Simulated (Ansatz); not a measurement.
`[F][Sn]([I])([I])[I]`, relaxed with RKS PBE0-D4/def2-TZVP in Ansatz from a PBE-D4/def2-SVP geometry. The force threshold is 0.005 eV/Å; the program also tests the step.

Charge 0, multiplicity 1. Sn, I takes the def2 core potential.

Start:

```xyz
5

F    -0.614    1.165   -1.540
Sn   -0.021    0.041   -0.055
I     2.398    0.963    0.692
I    -1.859    0.313    1.896
I     0.097   -2.482   -0.992
```

(1) By how much does the energy fall, and how many steps does the optimiser take? (Estimate.)

(2) Which bonds change most? (Estimate.)

(3) Give the relaxed structure. (Estimate.)

Results:

(1) Ansatz gave: 6.06 kJ/mol, in 4 steps.

(2) The calculation gave: Sn2–I4 from 2.695 to 2.647 Å; Sn2–I5 from 2.694 to 2.647 Å; Sn2–I3 from 2.694 to 2.647 Å; F1–Sn2 from 1.955 to 1.908 Å.

(3) Ansatz gave: 
```xyz
5

F    -0.594    1.127   -1.493
Sn   -0.017    0.032   -0.042
I     2.358    0.959    0.669
I    -1.838    0.319    1.857
I     0.091   -2.436   -0.992
```
